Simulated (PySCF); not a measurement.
Gas-phase reaction: 5 InCl + H2O2 ⇌ InH2Cl + 4 Cl + 2 In2O

Computed with PySCF (xtb for GFN2) and rigid-rotor harmonic-oscillator thermochemistry at 1 bar. † marks an energy on the PBE0/def2-TZVP geometry and frequencies; other levels use their own. CCSD(T) freezes the core. Open shells (unrestricted): Cl (multiplicity 2); the rest are closed-shell singlets. GFN2 has no spin-polarisation term. Spin-orbit splitting is ignored; it lowers the true energy and changes the entropy of Cl. In: scalar-relativistic def2 core potential, no spin-orbit coupling. InH2Cl: computed as isolated molecules; such fragments, hydroxides, amides, oligomers or adducts are transient or little studied in the gas. CCSD(T) isn't extrapolated to the basis-set limit. Warning, large T1 diagnostic: In2O (CCSD(T)/def2-TZVPP†). Warning, point group unlike the PBE0 one: H2O2 (GFN2-xTB).

PBE0/def2-TZVP gives ΔH°(298 K) = 956 kJ.

Question: What do PBE0/def2-SVP†, GFN2-xTB, CCSD(T)/def2-TZVPP† give?

Answer: PBE0/def2-SVP†: 962 kJ; GFN2-xTB: 1059 kJ; CCSD(T)/def2-TZVPP†: 869 kJ. For scale, ΔH°(298 K) is 956 kJ at this level, 937 kJ at ωB97M-V/def2-TZVP†, and runs from 688 to 1072 kJ over the 18 levels computed († marks an energy on the PBE0/def2-TZVP geometry).
